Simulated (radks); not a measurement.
Q: These are the eigenvalues of the occupied orbitals of an atom or ion with whole-number occupations (hartree). Calculated with a radial shooting solver on a logarithmic mesh with Libxc functionals: Dirac Kohn-Sham, B86b exchange with PBE correlation, spin-unpolarised, spherical densities, finite nucleus; Fermi nuclear charge, rms radius of each element as measured or else 0.836 A^(1/3) + 0.57 fm.

orbital  eigenvalue
1s1/2     -2549.610
2s1/2     -439.7962
2p1/2     -420.6531
2p3/2     -370.9350
3s1/2     -101.3047
3p1/2     -92.75813
3p3/2     -82.00727
3d3/2     -67.58543
3d5/2     -65.24757
4s1/2     -20.92069
4p1/2     -17.37210
4p3/2     -14.88124
4d3/2      -9.04610
4d5/2      -8.58713
5s1/2      -2.92780
5p1/2      -1.87878
5p3/2      -1.51926
4f5/2      -1.29071
4f7/2      -1.20851
6s1/2      -0.23743
5d3/2      -0.21404
6p1/2      -0.08546

Which element is it, and in what charge state? The configuration may be excited. Open shells, if any, fill j = l - 1/2 first.

A: Z = 74, tungsten, charge 0: W in [Xe] 4f14 5d4 6s1 6p1. The list shows which subshells hold electrons but not how many an open one holds; the 1s level, -2549.6 hartree, gives Z - s = 71.4 by -(Z - s)^2/2, which with screening and relativity narrows Z to a few neighbours, and the depths of the outer levels then fix element, charge and occupations together.
